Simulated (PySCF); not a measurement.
Isomers of C5H8Si, one GFN2-xTB conformer each. Single-point energies are computed at PBE0/pcSseg-1 (PySCF, gas phase, no added dispersion term), electronic only.

```
             SMILES  GFN2-xTB relative energy (kJ/mol)
     C#CC1C[SiH2]C1                                0.0
C#C[C@]1(C)C[SiH2]1                               59.7
```

Conformers: `[CH:1]#[C:2][CH:3]1[CH2:4][SiH2:5][CH2:6]1` with C2–C3–C4–Si5 -132°, C3–C4–Si5–C6 9°, C4–Si5–C6–C3 -9°, C2–C3–C6–Si5 132°.

What does PBE0/pcSseg-1 give for the same structures?

```json
{"SMILES": "C#CC1C[SiH2]C1", "PBE0/pcSseg-1 E (Eh)": "-484.34272", "PBE0/pcSseg-1 (kJ/mol)": "0.0", "GFN2-xTB (kJ/mol)": "0.0", "point group": "Cs"}
{"SMILES": "C#C[C@]1(C)C[SiH2]1", "PBE0/pcSseg-1 E (Eh)": "-484.32582", "PBE0/pcSseg-1 (kJ/mol)": "44.4", "GFN2-xTB (kJ/mol)": "59.7", "point group": "C1"}
```

Both levels put the same isomer lowest. As drawn, the lower has a four-membered ring, which the higher lacks; the higher has a three-membered ring, which the lower lacks.

Which frontier levels, dipoles and rotational constants go with these structures?

```json
{"SMILES": "C#CC1C[SiH2]C1", "HOMO (eV, PBE0/pcSseg-1)": "-7.51", "LUMO (eV)": "0.09", "dipole (D)": "0.70", "A, B, C (MHz)": "7646, 1743, 1590"}
{"SMILES": "C#C[C@]1(C)C[SiH2]1", "HOMO (eV, PBE0/pcSseg-1)": "-6.50", "LUMO (eV)": "-0.10", "dipole (D)": "1.11", "A, B, C (MHz)": "4214, 2319, 1878"}
```
